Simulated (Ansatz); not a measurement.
Basis-set series for `CC(F)[BH][AlH2]`. Total charge 0; spin multiplicity 1. Geometry: relaxed with PBE0-D4/def2-TZVP. It is one conformer, not always the lowest.

Z-matrix (Å, degrees):
```
C
C 1 1.506
H 1 1.091 2 111.6
H 1 1.092 2 108.5 3 -119.3
H 1 1.091 2 111.1 3 121.4
F 2 1.511 1 105.9 3 -69.6
B 2 1.560 1 117.7 3 45.3
H 2 1.095 1 111.9 3 -179.8
Al 6 2.068 2 95.0 1 122.1
H 7 1.193 2 119.3 1 65.8
H 9 1.593 6 103.8 2 119.5
H 9 1.594 6 103.2 2 -114.9
```

| functional | basis | functions | energy (Eh) | HOMO (eV) | LUMO (eV) |
| --- | --- | --- | --- | --- | --- |
| PBE0-D4 | def2-TZVPP | 264 | -447.24071 | -6.86 | -2.09 |
| PBE0-D4 | def2-QZVPP | 508 | -447.25946 | -6.86 | -2.10 |
| ωB97M-V | def2-TZVPP | 264 | -447.47719 | -9.00 | -0.12 |
| ωB97M-V | def2-QZVPP | 508 | -447.49525 | -9.00 | -0.17 |

(1) Give the rows for def2-SVP. (An estimate is asked.)

Results:

(1) Computed: 
| functional | basis | functions | energy (Eh) | HOMO (eV) | LUMO (eV) |
| --- | --- | --- | --- | --- | --- |
| PBE0-D4 | def2-SVP | 109 | -446.92304 | -6.85 | -2.04 |
| ωB97M-V | def2-SVP | 109 | -447.14970 | -8.96 | 0.03 |
